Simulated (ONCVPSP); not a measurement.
## Pseudopotential generation for Hg (Z = 80): ONCV, PBE, scalar-relativistic.

- Element: Hg (Z = 80)
- Generator: ONCVPSP 4.0.1
- Type: optimised norm-conserving Vanderbilt (ONCV)
- Functional: PBE
- Relativity: scalar-relativistic
- Frozen core: [Kr] 4d10 4f14
- Valence charge: 20
- Reference configuration: 5s2 5p6 5d10 (charge +2)
- Partial waves: 5s: rc 1.35 bohr, ncon 3, nbas 7, qcut 7.1 1/bohr, 2 projectors, debl 3.7 Ha; 5p: rc 1.30 bohr, ncon 3, nbas 8, qcut 10.1 1/bohr, 3 projectors, debl 1.7 Ha; 5d: rc 1.50 bohr, ncon 4, nbas 8, qcut 6.4 1/bohr, 2 projectors, debl 2.5 Ha
- Local potential: polynomial inside 1.30 bohr (lpopt 5, dvloc0 2 Ha)
- Core correction: Teter function, fcfact 2.75, rcfact 1.45

In the s channel the program set the typed energies aside and used -5.049, 0.250 Ha. In the p channel the program set the typed energies aside and used -3.153, 0.250, 1.950 Ha.

All-electron outer shells of the reference configuration (PBE, scalar-relativistic, ld1.x):

```csv
shell,level (eV),outermost node (bohr),outermost maximum (bohr)
4f,-115.06,–,0.37
5p,-85.79,0.51,0.93
5d,-28.78,0.55,1.15
```

(1) Estimate the cutoffs (Ha) at which the residual kinetic energy of the hardest occupied pseudo-wave falls to 1 and 0.1 mHa per electron.

(2) What does a ghost test show?

(3) Tests: 5s2 5p6 5d10 6s2; 5s2 5p6 5d10 6s1; 5s2 5p6 5d9; 5s2 5p6 5d10 6p2. Which has the largest error in its energy relative to the reference configuration, and how large is it?

Results:

(1) 37 Ha and 67 Ha.

(2) No bound ghost flagged; GHOST(+) flagged for s at 342.8 eV.

(3) 5s2 5p6 5d9, with -9.5 meV (all-electron minus pseudo) on +35.53 eV.
